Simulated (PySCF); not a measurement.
BiI₂, SMILES [I][Bi][I], multiplicity 2.

Geometry: B3LYP-D3(BJ)/def2-SVP. The spin state was assumed, not searched. The isomer is the one that the SMILES or the coordinates give; other isomers of the formula were not compared. The def2 effective core potentials stand for the cores of Bi, I; spin–orbit coupling is left out.

These are IEF-PCM-B3LYP/def2-SVP (PySCF) values and carry that method's errors.

The values are the electrostatic part of the solvation free energy, E(continuum) − E(gas) at the gas-phase geometry, in a cavity of scaled van der Waals radii (PySCF's table); cavitation and dispersion terms are not included. A continuum can't describe solvent molecules that bind to the metal. The dipole moment in vacuum is 2.87 D.

Q: Estimate the values in water (ε = 78.36), chloroform (ε = 4.71), benzene (ε = 2.27). (An estimate is asked for; the answer gives what the named calculation found.)

A: 
```json
[
 {"solvent": "water", "ε": "78.36", "ΔG(elec) (kcal/mol)": "-4.8", "dipole (D)": "4.61"},
 {"solvent": "chloroform", "ε": "4.71", "ΔG(elec) (kcal/mol)": "-3.2", "dipole (D)": "4.02"},
 {"solvent": "benzene", "ε": "2.27", "ΔG(elec) (kcal/mol)": "-2.0", "dipole (D)": "3.55"}
]
```
